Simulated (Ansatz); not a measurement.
The cluster GeO3H2 (the lowest singlet isomer of a short search). The state is a singlet with charge 0. Geometry PBE-D4/def2-SVP, basis def2-TZVP, Ansatz.

Cartesian coordinates in Å:
```
Ge -0.204 0.293 0.284
O -0.722 -1.355 -0.100
O 1.554 0.683 0.243
O 0.667 1.245 -0.972
H -0.105 -1.763 -0.740
H -1.191 0.897 1.284
```

```tsv
run	HOMO (eV)	LUMO (eV)
A	-5.83	-2.89
B	-6.04	-3.25
C	-6.35	-2.38
D	-5.75	-2.76
E	-6.22	-2.60
F	-6.91	-2.07
```

The structure comes from a short search, and lower isomers may exist.

The runs used B97M-V, LDA (SPW92), PBE, r2SCAN, r2SCANh, revPBE. Estimate which is which.

A PBE (0 % exact exchange); B LDA (SPW92) (0 % exact exchange); C B97M-V (0 % exact exchange); D revPBE (0 % exact exchange); E r2SCAN (0 % exact exchange); F r2SCANh (10 % exact exchange). Exact exchange lowers occupied and raises empty levels; among semilocal functionals meta-GGAs tend to open the gap a little, and such runs are hard to tell apart. The gap grows from 2.80 eV (LDA (SPW92)) to 4.83 eV (r2SCANh). The restricted singlet is unstable towards broken spin symmetry in Hartree–Fock (as tested in another run); at PBE-D4/def2-TZVP, LDA (SPW92)/def2-TZVP, B97M-V/def2-TZVP, revPBE-D4/def2-TZVP and others this wasn't settled.
